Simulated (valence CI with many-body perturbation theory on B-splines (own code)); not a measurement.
## Forbidden lines of Hg31+

Method: valence CI with perturbative core correlation (CI+MBPT): three valence electrons over a frozen Dirac-Fock core [Kr] 4d10, radial functions for each j: 7 s, 7 p, 7 d, 7 f, 4 g, 2 h, with the one-electron correlation potential Σ1 (screened to all orders), the two-electron term Σ2, the three-electron term Σ3, Breit, model QED; selected single and double excitations, second order for the rest, scaled by the run's own slope (own B-spline code, finite nucleus).

No measured spectrum was set against this ion. As an estimate, large intervals hold to a few tenths of a per cent, small ones and those within an open d or f shell to about a per cent. Excitations out of the core, of the other parity, are not computed and may begin above about 189 eV (a cautious bound); beyond it only levels of the ground parity were kept, without lifetimes.

Lines 1 to 50 of 120 in falling wavelength, among levels below 1523800 cm⁻¹, chosen from the decays that carry over 1 % of a level's rate. Wavelengths and rates use the calculated energies. S is in atomic units (e²a₀⁴ for E2 and M2, e²a₀⁶ for E3), for M1 in squared Bohr magnetons. Weak lines are less certain than strong ones. Lines between different terms over intervals too small for the method are left out, as are lines whose strength nearly cancels.

Levels are named by their leading jj configuration (3d3/2^4 stands for four electrons in 3d with j = 3/2), which in mixed levels can hold well under half, so a name can repeat and another be missing. Letters in brackets count levels of one name in rising energy.

| λ vac (Å) | Upper | Lower | Type | A (s⁻¹) | S (a.u.) |
| --- | --- | --- | --- | --- | --- |
| 7437 | (4f5/2^2 4f7/2) J=5/2 [a] | (4f5/2^3) J=5/2 | M1 | 2.27e+01 | 2.08e+00 |
| 7160 | (4f5/2^2 4f7/2) J=3/2 [a] | (4f5/2^3) J=5/2 | M1 | 1.25e+01 | 6.83e-01 |
| 7138 | (4f5/2 4f7/2^2) J=9/2 [a] | (4f5/2^2 4f7/2) J=7/2 [b] | M1 | 3.42e+01 | 4.61e+00 |
| 6730 | (4f5/2^2 4f7/2) J=7/2 [b] | (4f5/2^2 4f7/2) J=7/2 [a] | M1 | 1.06e+01 | 9.60e-01 |
| 6630 | (4f5/2^2 4f7/2) J=7/2 [a] | (4f5/2^3) J=5/2 | M1 | 3.49e+00 | 3.01e-01 |
| 6613 | (4f5/2^2 4f7/2) J=7/2 [a] | (4f5/2^2 4f7/2) J=9/2 | M1 | 4.22e+01 | 3.62e+00 |
| 5467 | (4f5/2^2 4f7/2) J=15/2 [b] | (4f5/2 4f7/2^2) J=13/2 [a] | M1 | 4.13e+01 | 4.01e+00 |
| 5425 | (4f5/2 4f7/2^2) J=3/2 [a] | (4f5/2^2 4f7/2) J=5/2 [b] | M1 | 8.98e+01 | 2.13e+00 |
| 5170 | (4f5/2 4f7/2^2) J=11/2 [b] | (4f5/2 4f7/2^2) J=11/2 [a] | M1 | 2.37e+01 | 1.45e+00 |
| 4879 | (4f5/2 4f7/2^2) J=1/2 | (4f5/2 4f7/2^2) J=3/2 [a] | M1 | 1.49e+02 | 1.29e+00 |
| 4812 | (4f5/2^2 4f7/2) J=15/2 [a] | (4f5/2^2 4f7/2) J=13/2 | M1 | 1.98e+02 | 1.31e+01 |
| 4524 | (4f5/2^3) J=5/2 | (4f5/2^3) J=3/2 | M1 | 9.24e+01 | 1.90e+00 |
| 4512 | (4f7/2^3) J=9/2 | (4f5/2 4f7/2^2) J=9/2 [c] | M1 | 5.38e+01 | 1.83e+00 |
| 4434 | (4f5/2^2 4f7/2) J=5/2 [b] | (4f5/2^2 4f7/2) J=7/2 [b] | M1 | 5.45e+01 | 1.06e+00 |
| 3950 | (4f5/2 4f7/2^2) J=11/2 [a] | (4f5/2 4f7/2^2) J=13/2 [a] | M1 | 1.86e+01 | 5.09e-01 |
| 3741 | (4f5/2^2 4f7/2) J=9/2 | (4f5/2^2 4f7/2) J=11/2 [a] | M1 | 1.06e+02 | 2.05e+00 |
| 3651 | (4f5/2^2 4f7/2) J=13/2 | (4f5/2^2 4f7/2) J=11/2 [a] | M1 | 7.46e+02 | 1.88e+01 |
| 3555 | (4f5/2 4f7/2^2) J=11/2 [b] | (4f5/2 4f7/2^2) J=9/2 [b] | M1 | 3.35e+02 | 6.69e+00 |
| 3495 | (4f5/2 4f7/2^2) J=9/2 [b] | (4f5/2^2 4f7/2) J=7/2 [b] | M1 | 4.29e+02 | 6.79e+00 |
| 3464 | (4f5/2 4f7/2^2) J=9/2 [a] | (4f5/2^2 4f7/2) J=7/2 [a] | M1 | 1.25e+02 | 1.93e+00 |
| 3449 | (4f5/2 4f7/2^2) J=9/2 [c] | (4f5/2 4f7/2^2) J=7/2 [a] | M1 | 6.82e+01 | 1.04e+00 |
| 3436 | (4f5/2 4f7/2^2) J=7/2 [a] | (4f5/2^2 4f7/2) J=7/2 [b] | M1 | 4.32e+01 | 5.20e-01 |
| 3340 | (4f5/2^2 4f7/2) J=7/2 [b] | (4f5/2^3) J=5/2 | M1 | 8.77e+02 | 9.69e+00 |
| 3336 | (4f5/2^2 4f7/2) J=7/2 [b] | (4f5/2^2 4f7/2) J=9/2 | M1 | 2.25e+01 | 2.48e-01 |
| 3277 | (4f5/2 4f7/2^2) J=13/2 [b] | (4f5/2 4f7/2^2) J=11/2 [a] | M1 | 8.85e+01 | 1.62e+00 |
| 3167 | (4f5/2 4f7/2^2) J=5/2 [a] | (4f5/2^2 4f7/2) J=3/2 [b] | M1 | 2.29e+02 | 1.62e+00 |
| 2969 | (4f5/2^2 4f7/2) J=3/2 [b] | (4f5/2^2 4f7/2) J=3/2 [a] | M1 | 5.88e+02 | 2.28e+00 |
| 2944 | (4f5/2^2 4f7/2) J=1/2 | (4f5/2^2 4f7/2) J=3/2 [a] | M1 | 2.02e+02 | 3.83e-01 |
| 2924 | (4f5/2^2 4f7/2) J=3/2 [b] | (4f5/2^2 4f7/2) J=5/2 [a] | M1 | 7.78e+01 | 2.89e-01 |
| 2813 | (4f5/2^2 4f7/2) J=5/2 [a] | (4f5/2^3) J=3/2 | M1 | 7.11e+02 | 3.52e+00 |
| 2772 | (4f5/2^2 4f7/2) J=3/2 [a] | (4f5/2^3) J=3/2 | M1 | 7.02e+02 | 2.22e+00 |
| 2666 | (4f5/2 4f7/2^2) J=7/2 [b] | (4f5/2 4f7/2^2) J=7/2 [a] | M1 | 3.06e+01 | 1.72e-01 |
| 2635 | (4f5/2^2 4f7/2) J=11/2 [a] | (4f5/2^3) J=9/2 | M1 | 1.91e+03 | 1.56e+01 |
| 2631 | (4f5/2 4f7/2^2) J=7/2 [b] | (4f5/2 4f7/2^2) J=9/2 [b] | M1 | 3.18e+01 | 1.72e-01 |
| 2570 | (4f5/2^2 4f7/2) J=15/2 [b] | (4f5/2^2 4f7/2) J=15/2 [a] | M1 | 7.56e+02 | 7.62e+00 |
| 2561 | (4f5/2^2 4f7/2) J=5/2 [b] | (4f5/2^2 4f7/2) J=5/2 [a] | M1 | 1.49e+02 | 5.56e-01 |
| 2416 | (4f5/2 4f7/2^2) J=13/2 [a] | (4f5/2^2 4f7/2) J=13/2 | M1 | 3.92e+02 | 2.87e+00 |
| 2359 | (4f5/2 4f7/2^2) J=17/2 | (4f5/2^2 4f7/2) J=15/2 [b] | M1 | 5.16e+02 | 4.52e+00 |
| 2340 | (4f5/2 4f7/2^2) J=11/2 [b] | (4f5/2 4f7/2^2) J=9/2 [a] | M1 | 6.41e+01 | 3.66e-01 |
| 2340 | (4f5/2^2 4f7/2) J=11/2 [b] | (4f5/2^2 4f7/2) J=13/2 | M1 | 1.88e+02 | 1.07e+00 |
| 2333 | (4f7/2^3) J=9/2 | (4f5/2 4f7/2^2) J=11/2 [a] | M1 | 2.25e+02 | 1.06e+00 |
| 2308 | (4f5/2 4f7/2^2) J=11/2 [b] | (4f5/2^2 4f7/2) J=11/2 [b] | M1 | 9.78e+02 | 5.35e+00 |
| 2304 | (4f5/2^2 4f7/2) J=11/2 [b] | (4f5/2^2 4f7/2) J=9/2 | M1 | 5.23e+02 | 2.85e+00 |
| 2300 | (4f5/2 4f7/2^2) J=9/2 [b] | (4f5/2^2 4f7/2) J=7/2 [a] | M1 | 4.98e+02 | 2.25e+00 |
| 2299 | (4f5/2 4f7/2^2) J=1/2 | (4f5/2^2 4f7/2) J=1/2 | M1 | 1.85e+02 | 1.67e-01 |
| 2284 | (4f5/2 4f7/2^2) J=1/2 | (4f5/2^2 4f7/2) J=3/2 [b] | M1 | 9.74e+02 | 8.61e-01 |
| 2275 | (4f5/2 4f7/2^2) J=7/2 [a] | (4f5/2^2 4f7/2) J=7/2 [a] | M1 | 6.86e+02 | 2.40e+00 |
| 2273 | (4f5/2 4f7/2^2) J=9/2 [a] | (4f5/2^2 4f7/2) J=9/2 | M1 | 9.29e+02 | 4.04e+00 |
| 2270 | (4f5/2 4f7/2^2) J=7/2 [b] | (4f5/2^2 4f7/2) J=5/2 [b] | M1 | 1.01e+03 | 3.50e+00 |
| 2268 | (4f5/2 4f7/2^2) J=9/2 [c] | (4f5/2 4f7/2^2) J=9/2 [a] | M1 | 9.92e+02 | 4.29e+00 |
